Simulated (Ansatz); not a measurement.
```yaml
atoms:
  - { symbol: N, position_ang: [0.0000, 0.0000, 0.5755] }
  - { symbol: O, position_ang: [0.0000, 0.0000, -0.5755] }
```

Basis set: cc-pVDZ (spherical functions). Frozen core: 2 orbitals. Correlation on ROHF uses semicanonical orbitals with singles. Charge 0, multiplicity 2.

Computed with Ansatz (development build ahead of 0.2.0); the reference of a correlated method needn't be the lowest determinant of its kind.

Question: Give the atomization energy at this shape (free ground-state atoms in the same class of orbitals less the molecule, no zero-point energy) of doublet NO by ROHF-CCSD(T), ROHF-CCSD.

Answer:

```json
{"method": "ROHF-CCSD(T)", "atomization energy": "5.71 eV"}
{"method": "ROHF-CCSD", "atomization energy": "5.43 eV"}
```

Caution: the reference determinant was not shown to be the lowest.
